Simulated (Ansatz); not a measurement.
BiH2(iPr) (C₃H₉Bi). The state is a singlet with charge 0. Geometry PBE0-D4/def2-SVP, basis def2-TZVP, Ansatz.

```tsv
atom	x (Å)	y (Å)	z (Å)
Bi1	-1.2383	1.1114	1.4012
C2	-0.1193	-0.1581	-0.1681
C3	0.7968	-1.1428	0.5357
C4	0.6188	0.7569	-1.1283
H5	-2.4697	1.6450	0.2020
H6	-2.2879	-0.2698	1.8802
H7	-0.9151	-0.6999	-0.7014
H8	0.2444	-1.8258	1.1996
H9	1.5622	-0.6303	1.1433
H10	1.3382	-1.7662	-0.1993
H11	1.1579	0.1676	-1.8926
H12	-0.0617	1.4388	-1.6615
H13	1.3738	1.3732	-0.6108
```

| run | HOMO (eV) | LUMO (eV) |
| --- | --- | --- |
| A | -8.86 | 1.49 |
| B | -6.75 | -0.33 |
| C | -6.59 | -0.58 |
| D | -5.98 | -0.80 |
| E | -5.78 | -1.07 |
| F | -5.72 | -0.96 |

In the def2 sets Bi takes a core potential; there is no spin–orbit coupling. B3LYP takes the VWN-RPA correlation. Another isomer (singlet) lies 0.39 eV lower at PBE0-D4/def2-TZVP; other spin states weren't run for this one.

Q: The runs used B3LYP, PBE, PBE0, r2SCAN, revPBE, ωB97X-V. Estimate which is which.

A: A ωB97X-V (range-separated); B PBE0 (25 % exact exchange); C B3LYP (20 % exact exchange); D r2SCAN (0 % exact exchange); E PBE (0 % exact exchange); F revPBE (0 % exact exchange). Exact exchange lowers occupied and raises empty levels; among semilocal functionals meta-GGAs tend to open the gap a little, and such runs are hard to tell apart. The gap grows from 4.71 eV (PBE) to 10.34 eV (ωB97X-V).
